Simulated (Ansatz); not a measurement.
The cluster Ag4 (the lowest singlet isomer of a short search) was relaxed with PBE-D4 (def2-SVP) in Ansatz in these states: neutral quintet, neutral singlet, neutral triplet. The geometries follow in no particular order.

In the def2 sets Ag takes a core potential; there is no spin–orbit coupling.

A:

```
atom    x (Å)    y (Å)    z (Å)
 Ag1   0.8997   1.9796   0.3658
 Ag2  -1.1493   0.3392   0.9912
 Ag3  -0.8996  -1.9797  -0.3656
 Ag4   1.1492  -0.3391  -0.9913
```

B:

```xyz
4

Ag   -0.1861   -2.2352    0.8957
Ag    0.7555    0.3440    1.0158
Ag    0.1850    2.2356   -0.8951
Ag   -0.7544   -0.3444   -1.0164
```

C:

```xyz
4

Ag   -0.976    1.100   -1.063
Ag    1.761    0.391   -0.177
Ag   -0.291   -1.723   -0.488
Ag   -0.494    0.232    1.728
```

**Question.** Judge from the bond lengths which geometry belongs to which state (an estimate).

**Answer.** A is the neutral triplet (Ag2–Ag4 3.110 Å, Ag3–Ag4 2.698 Å, Ag1–Ag2 2.698 Å); B is the neutral singlet (Ag2–Ag4 2.624 Å, Ag3–Ag4 2.748 Å, Ag1–Ag2 2.748 Å); C is the neutral quintet (Ag2–Ag4 2.956 Å, Ag3–Ag4 2.963 Å, Ag1–Ag2 2.963 Å).

At PBE0-D4/def2-TZVP a singlet lies 0.66 eV below the neutral triplet. At PBE0-D4/def2-TZVP a singlet lies 3.45 eV below the neutral quintet. These are the stationary points nearest to one start from a short search; other shapes may lie lower in each state.
